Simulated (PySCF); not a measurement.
Job for PySCF: R-M06-2X/6-31G* on GaH6N3 (SMILES [NH2][Ga]([NH2])[NH2]), a point of a torsion scan.

```python
from pyscf import gto, scf, dft, mp
from pyscf.data.elements import chemcore

mol = gto.M(
    atom='''
    N    -0.95553269    1.55205998   -0.19322098
    Ga    0.38575590    0.33363152   -0.59682529
    N     0.41610014   -0.32578015   -2.29652025
    N     1.58148766   -0.32686997    0.62460353
    H    -1.80996952    1.12297828    0.15478515
    H    -0.68673066    2.23389895    0.51406840
    H     1.22470061   -0.79268834   -2.68646359
    H    -0.06001560    0.19150789   -3.02492844
    H     1.74184002    0.10929945    1.52374923
    H     2.42247333   -0.80704733    0.33389230
    ''',
    basis='6-31g*',
    cart=True,
    charge=0, spin=0, verbose=3, max_memory=1800)
mf = dft.RKS(mol, xc='m062x')
mf.conv_tol = 1e-8
mf.max_cycle = 100
mf.kernel()
if not mf.converged:
    mf = mf.newton().run(mf.mo_coeff, mf.mo_occ)
```

### Question
What total energy does the run end on?

### Answer
-2092.4004 hartree.
